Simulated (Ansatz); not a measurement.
Calculation: PBE0-D3(BJ)/def2-SVP (Ansatz, a first-principles code). No frequencies were computed at this level.

Ansatz 0.2 input:
```yaml
crystal:
  periodic: [false, false, false]
  atoms:
    - { symbol: B, position_ang: [0.157213, 2.229721, -0.234811] }
    - { symbol: C, position_ang: [0.160962, 0.696441, -0.05829] }
    - { symbol: C, position_ang: [1.354195, -0.011036, 0.189289] }
    - { symbol: C, position_ang: [2.597191, 0.660471, 0.282204] }
    - { symbol: C, position_ang: [3.688962, 1.152279, 0.375655] }
    - { symbol: C, position_ang: [1.380532, -1.404193, 0.354668] }
    - { symbol: C, position_ang: [0.224278, -2.147321, 0.281516] }
    - { symbol: C, position_ang: [-0.967197, -1.480401, 0.038869] }
    - { symbol: S, position_ang: [-2.540057, -2.214445, -0.094881] }
    - { symbol: C, position_ang: [-3.250287, -0.662998, -0.375121] }
    - { symbol: C, position_ang: [-2.358588, 0.349839, -0.36918] }
    - { symbol: C, position_ang: [-1.019403, -0.082246, -0.131889] }
    - { symbol: H, position_ang: [-0.83516, 2.811328, -0.443305] }
    - { symbol: H, position_ang: [1.160489, 2.823978, -0.156636] }
    - { symbol: H, position_ang: [4.625442, 1.619381, 0.450505] }
    - { symbol: H, position_ang: [2.327037, -1.889937, 0.541486] }
    - { symbol: H, position_ang: [0.237768, -3.219077, 0.407946] }
    - { symbol: H, position_ang: [-4.310475, -0.607358, -0.530128] }
    - { symbol: H, position_ang: [-2.632906, 1.375573, -0.527898] }
basis:
  gaussian: { orbitals: def2-svp }
hamiltonian:
  xc: pbe0
  dispersion: d3bj
relax:
  max_steps: 150
```

Output:

```
Functional definition: PBE0
2397 factors; integrals over basis functions are off by at most 4.2e-4 eV
mean field evaluation 1: about -21952.3080 eV, gradient 6.5e1 eV
mean field evaluation 2: about -21942.7063 eV, gradient 8.8e1 eV
mean field evaluation 4: about -21964.1176 eV, gradient 1.1e1 eV
mean field evaluation 8: about -21964.5088 eV, gradient 4.3e-1 eV
mean field evaluation 16: about -21964.5094 eV, gradient 1.3e-4 eV
mean field -21964.50936440 eV, -807.1808310625 hartree, gradient 6.3e-5 eV, S^2 0.000000; 0 other end points of the search recorded, 0 dependent functions left out
reference -21964.50939919 eV, -807.1808323410 hartree; 44, 44 occupied and 163, 163 virtual orbitals, 2397 factors
relax step   1: F+E_penalty+E_count = -21965.12827074 eV  Δ(F+E_penalty+E_count) = +0.000e0 eV  max|allowed force component| = 1.017e0 eV/Å  Δτ_max = 0.0000 Å  (31 SCF iters, accepted)
these checks for a lower state are left out or cut short: starts, cluster_reference, orbital_swaps, neighbouring_geometries, increment
2397 factors; integrals over basis functions are off by at most 4.4e-4 eV
mean field -21964.60752172 eV, -807.1844382774 hartree, gradient 2.3e-5 eV, S^2 0.000000; 0 other end points of the search recorded, 0 dependent functions left out
reference -21964.60755674 eV, -807.1844395645 hartree; 44, 44 occupied and 163, 163 virtual orbitals, 2397 factors
relax step   2: F+E_penalty+E_count = -21965.22405955 eV  Δ(F+E_penalty+E_count) = -9.579e-2 eV  max|allowed force component| = 3.162e-1 eV/Å  Δτ_max = 0.0587 Å  (35 SCF iters, accepted)
these checks for a lower state are left out or cut short: starts, cluster_reference, orbital_swaps, neighbouring_geometries, increment
2397 factors; integrals over basis functions are off by at most 4.4e-4 eV
mean field evaluation 32: about -21964.6147 eV, gradient 2.4e-5 eV
mean field -21964.61465847 eV, -807.1847005481 hartree, gradient 2.4e-5 eV, S^2 0.000000; 0 other end points of the search recorded, 0 dependent functions left out
reference -21964.61469356 eV, -807.1847018376 hartree; 44, 44 occupied and 163, 163 virtual orbitals, 2397 factors
relax step   3: F+E_penalty+E_count = -21965.23054986 eV  Δ(F+E_penalty+E_count) = -6.490e-3 eV  max|allowed force component| = 7.677e-2 eV/Å  Δτ_max = 0.0136 Å  (36 SCF iters, accepted)
these checks for a lower state are left out or cut short: starts, cluster_reference, orbital_swaps, neighbouring_geometries, increment
2397 factors; integrals over basis functions are off by at most 4.4e-4 eV
mean field -21964.61473349 eV, -807.1847033050 hartree, gradient 1.5e-5 eV, S^2 0.000000; 0 other end points of the search recorded, 0 dependent functions left out
reference -21964.61476858 eV, -807.1847045945 hartree; 44, 44 occupied and 163, 163 virtual orbitals, 2397 factors
relax step   4: F+E_penalty+E_count = -21965.23063757 eV  Δ(F+E_penalty+E_count) = -8.771e-5 eV  max|allowed force component| = 7.423e-2 eV/Å  Δτ_max = 0.0048 Å  (26 SCF iters, accepted)
these checks for a lower state are left out or cut short: starts, cluster_reference, orbital_swaps, neighbouring_geometries, increment
2397 factors; integrals over basis functions are off by at most 4.4e-4 eV
mean field -21964.61490801 eV, -807.1847097188 hartree, gradient 8.8e-6 eV, S^2 0.000000; 0 other end points of the search recorded, 0 dependent functions left out
reference -21964.61494310 eV, -807.1847110083 hartree; 44, 44 occupied and 163, 163 virtual orbitals, 2397 factors
relax step   5: F+E_penalty+E_count = -21965.23076347 eV  Δ(F+E_penalty+E_count) = -1.259e-4 eV  max|allowed force component| = 7.867e-2 eV/Å  Δτ_max = 0.0098 Å  (28 SCF iters, accepted)
these checks for a lower state are left out or cut short: starts, cluster_reference, orbital_swaps, neighbouring_geometries, increment
2397 factors; integrals over basis functions are off by at most 4.4e-4 eV
mean field -21964.61522988 eV, -807.1847215471 hartree, gradient 1.1e-5 eV, S^2 0.000000; 0 other end points of the search recorded, 0 dependent functions left out
reference -21964.61526497 eV, -807.1847228365 hartree; 44, 44 occupied and 163, 163 virtual orbitals, 2397 factors
relax step   6: F+E_penalty+E_count = -21965.23114757 eV  Δ(F+E_penalty+E_count) = -3.841e-4 eV  max|allowed force component| = 8.710e-3 eV/Å  Δτ_max = 0.0065 Å  (27 SCF iters, accepted)
2397 factors; integrals over basis functions are off by at most 4.4e-4 eV
mean field evaluation 64: about -21964.6152 eV, gradient 1.2e-2 eV
mean field -21964.61522988 eV, -807.1847215471 hartree, gradient 1.1e-5 eV, S^2 0.000000; 1 other end points of the search recorded, 0 dependent functions left out
reference -21964.61526497 eV, -807.1847228365 hartree; 44, 44 occupied and 163, 163 virtual orbitals, 2397 factors
Total energy: -21965.23118266 eV, -807.2073573942 hartree
Atom 0 at     0.146888     2.218346    -0.235928 Å, force    -0.003340    -0.002429    -0.001075 eV/Å
Atom 1 at     0.166768     0.688221    -0.056559 Å, force     0.002293     0.003709    -0.000436 eV/Å
Atom 2 at     1.374728    -0.012514     0.192492 Å, force     0.004006    -0.001089     0.000286 eV/Å
Atom 3 at     2.632589     0.660878     0.288606 Å, force    -0.008710     0.002399    -0.001439 eV/Å
Atom 4 at     3.729813     1.170411     0.381047 Å, force     0.003294    -0.000912     0.000838 eV/Å
Atom 5 at     1.387942    -1.415685     0.357009 Å, force     0.001662     0.000057     0.000221 eV/Å
Atom 6 at     0.220542    -2.155566     0.280724 Å, force    -0.002158    -0.001790    -0.001199 eV/Å
Atom 7 at    -0.982464    -1.490457     0.036300 Å, force     0.002429    -0.001709     0.000713 eV/Å
Atom 8 at    -2.553433    -2.214048    -0.097718 Å, force    -0.001951     0.000374    -0.000540 eV/Å
Atom 9 at    -3.271389    -0.665620    -0.377109 Å, force    -0.001298    -0.001221    -0.000108 eV/Å
Atom 10 at    -2.374285     0.357656    -0.371412 Å, force    -0.000751     0.003725    -0.000816 eV/Å
Atom 11 at    -1.027933    -0.083747    -0.133354 Å, force     0.000432    -0.003001     0.002517 eV/Å
Atom 12 at    -0.890894     2.798865    -0.449610 Å, force    -0.001212     0.002279     0.000161 eV/Å
Atom 13 at     1.165330     2.857592    -0.165676 Å, force     0.001653     0.000954    -0.000189 eV/Å
Atom 14 at     4.692557     1.640389     0.459514 Å, force    -0.000185    -0.000079     0.000100 eV/Å
Atom 15 at     2.339212    -1.915199     0.546987 Å, force    -0.001194    -0.000748    -0.000049 eV/Å
Atom 16 at     0.244254    -3.240023     0.409734 Å, force     0.000941     0.000685     0.000520 eV/Å
Atom 17 at    -4.347688    -0.597645    -0.534298 Å, force     0.000766     0.000242    -0.000097 eV/Å
Atom 18 at    -2.652540     1.398146    -0.530749 Å, force     0.003323    -0.001445     0.000592 eV/Å
Dipole moment:    -0.123877    -0.271118     0.014118 e Å
```

Cost: about 3 core-minutes (a rough figure).
